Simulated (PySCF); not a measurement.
## Worked example: oscillator strength and radiative lifetime

Te(H)(iPr) (C₃H₈Te), SMILES C(C)([TeH])C.

The structure is a stationary point at B3LYP-D3(BJ)/def2-SVP. The def2 effective core potentials stand for the cores of Te; spin–orbit coupling is left out.

TDA-PBE/def2-SVPD in PySCF puts the first singlet state with f over 0.02 at 4.49 eV (vertical), with the transition dipole (-0.134, 0.485, -0.107) in atomic units.

**Question.** Find the oscillator strength, the wavelength and the radiative lifetime that this transition would have in vacuum if emission retraced absorption.

**Answer.** 
|μ|² = 0.2646 au, so |μ| = 1.31 D. ΔE = 4.49/27.211 = 0.1650 hartree. f = (2/3) ΔE |μ|² = 0.029 (the program prints 0.029).
λ = 1239.84/4.49 = 276 nm; ν = 36214 cm⁻¹.
Einstein's coefficient A = 0.6670 ν² f s⁻¹ (ν in cm⁻¹) = 2.5e7 s⁻¹, so τ = 1/A = 39 ns. This state is S2; the lower singlet has f = 0.002. The figure is the radiative limit of this one transition; relaxation, internal conversion, crossing to triplets and a medium change what is measured.
